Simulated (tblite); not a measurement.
Species: C6H5PSe.
Geometry (GFN2-xTB, Å), atoms numbered from 1 in this order:
```
atom  x, y, z in Å
C1     2.909   -1.385    0.471
C2     2.072   -0.521    0.498
P3     0.903    0.764    0.779
Se4    0.825    1.651    2.674
C5     0.507    1.540   -0.808
C6    -0.419    0.635   -0.456
C7    -1.677    0.066   -0.804
C8    -2.276   -0.846   -0.042
H9     3.629   -2.147    0.387
H10    0.697    2.281   -1.558
H11   -2.125    0.422   -1.724
H12   -3.230   -1.270   -0.301
H13   -1.819   -1.190    0.873
```

All values are computed: GFN2-xTB (tblite) harmonic vibrations without scaling, gas phase. Against measured fundamentals such values can be off by several per cent, at times by over 20. One conformer, not necessarily the lowest.

Harmonic wavenumbers (cm⁻¹): 51.5, 68.8, 85.1, 107.3, 153.4, 178.8, 249.6, 308.7, 337.8, 395.3, 492.7, 585.5, 619.6, 651.3, 658.8, 679.2, 701.3, 757.8, 894.8, 930.3, 958.9, 988.6, 1129.2, 1252.7, 1384.7, 1636.0, 1664.5, 2180.5, 3036.0, 3090.4, 3116.2, 3137.5, 3362.6.

A = 1451, B = 835.1, C = 645.9 MHz; mass 187.929 u (most abundant isotopes); point group C1, symmetry number 1.

Question: Zero-point energy?

Answer: Half the sum of the wavenumbers: 17923 cm⁻¹ = 214.40 kJ/mol.

Question: Entropy at 500 K, 1 bar (ideal gas, RRHO, classical rotation)?

Answer: Translation 184.90, rotation 133.63, vibration 198.46: S = 517.0 J/(mol K).

Question: And Cp and H(500 K) − H(0)?

Answer: Cp = 196.21 J/(mol K), of which vibrations give 162.95 (their classical limit is 33 R = 274.4); H(500 K) − H(0) = 64.53 kJ/mol without the zero-point energy, 47.90 from vibrations.

Question: How do the functions run with temperature in this model?

Answer: 
```csv
T (K),S (J/(mol K)),Cp (J/(mol K)),H − H(0) (kJ/mol),G − H(0) (kJ/mol),ln q(vib)
150,342.1,100.7,10.31,-41.01,3.39
250,402.0,135.9,22.17,-78.32,6.14
298.15,427.2,150.9,29.08,-98.29,7.41
400,475.4,176.9,45.83,-144.31,9.97
600,554.1,211.2,84.93,-247.56,14.58
900,646.1,241.9,153.30,-428.22,20.56
```

q(vib) and H(0) count from the zero-point level.

Question: Blend soft modes into free rotors: weight 1/[1 + (100 cm⁻¹/ν̃)⁴] for the oscillator and the rest for a rotor with moment μB/(μ + B), μ = h/(8π²ν), B = 10⁻⁴⁴ kg m². What vibrational entropy results?

Answer: 180.61 J/(mol K) in place of 198.46, which changes −T·S at 500 K by +8.92 kJ/mol.

Question: Which modes carry the vibrational entropy at 500 K?

Answer: 51.5 cm⁻¹: 24.20; 68.8 cm⁻¹: 21.79; 85.1 cm⁻¹: 20.03; 107.3 cm⁻¹: 18.12; 153.4 cm⁻¹: 15.18; 178.8 cm⁻¹: 13.93 J/(mol K); the other 27 give 85.20 together.

Hindered rotation and anharmonicity are outside this model. Other conformers, if any are populated, would add a mixing term that is left out. The structure is chiral; the term R ln 2 for an equal mix with its mirror image is left out.
